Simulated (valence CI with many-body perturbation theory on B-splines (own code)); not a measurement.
The numbers below are computed, except where a source is named.
# Sensitivity of CI+MBPT for Pr44+

Level of theory: configuration interaction combined with many-body perturbation theory (CI+MBPT): five valence electrons over a frozen Dirac-Fock core [Ne], a basis of 6 s, 6 p, 5 d, 3 f, 1 g functions for each j, with the one-electron correlation potential Σ1 (screened to all orders), the two-electron term Σ2, the three-electron term Σ3, Breit, model QED; selected single and double excitations, second order for the rest, scaled by the run's own slope (own B-spline code, finite nucleus).

The last digits are not significant, and no measured levels were compared; by estimate large intervals hold to a few tenths of a per cent, small ones and those within an open d or f shell to about a per cent. Among the levels kept, up to 700 cm⁻¹ of a level comes from second order outside the variational space, and about a tenth of that is noise between levels of different J, which matters for small intervals.

The reference run has the lowest level (3s^2 3p1/2^2 3p3/2) J=3/2 and an ionisation energy of 3514.68 eV. Its largest variational space holds 10000 state functions.

Levels are named by their leading jj configuration (3d3/2^4 stands for four electrons in 3d with j = 3/2), which in mixed levels can hold well under half, so a name can repeat and another be missing. Letters in brackets count levels of one name in rising energy.

Changed runs:
A. orbitals per symmetry with explicit Σ2 and valence Breit (the others get mean screening factors) 5 → 2
B. screening of Σ1 on → off
C. size limit of the variational space 10000 → 3000; highest l with Σ1, explicit Σ2 and valence Breit (higher l get mean screening factors) 3 → 2
D. Davidson iteration limit 60 → 1 (bad on purpose)

Excitation energies of the reference run in cm⁻¹, and shifts in cm⁻¹:

```csv
Level,Reference,A,B,C,D
(3s^2 3p1/2 3p3/2^2) J=3/2,896177,+7.0,+5.1,-24,+636
(3s^2 3p1/2 3p3/2^2) J=5/2,970019,-4.5,+5.2,-2.7,+1598
(3s^2 3p1/2 3p3/2^2) J=1/2,1061490,+45,+5.3,+22,-580
(3s^2 3p1/2^2 3d3/2) J=3/2,1378900,-34,+15,+79,+793
(3s^2 3p1/2^2 3d5/2) J=5/2,1652470,-21,+24,+52,+1284
(3s 3p1/2^2 3p3/2^2) J=5/2,1903070,-21,-7.8,-27,+1819
(3s^2 3p3/2^3) J=3/2,1968590,+43,+10,-0.3,+154
(3s 3p1/2^2 3p3/2^2) J=1/2,2070400,+25,-10,+2.6,+266
(3s 3p1/2^2 3p3/2^2) J=3/2,2073290,-2.7,-6.2,-7.1,+1826
(3s^2 3p1/2 3p3/2 3d3/2) J=5/2 [a],2267070,-51,+20,+36,+2019
(3s^2 3p1/2 3p3/2 3d3/2) J=3/2 [a],2279480,-27,+18,+24,+1956
(3s^2 3p1/2 3p3/2 3d3/2) J=1/2 [a],2282740,-15,+20,+41,+155
Ionisation energy (eV),3514.68,+0.0098,+0.0081,-0.0053,-0.24
```

Run D: The Davidson iterations stopped at their limit.
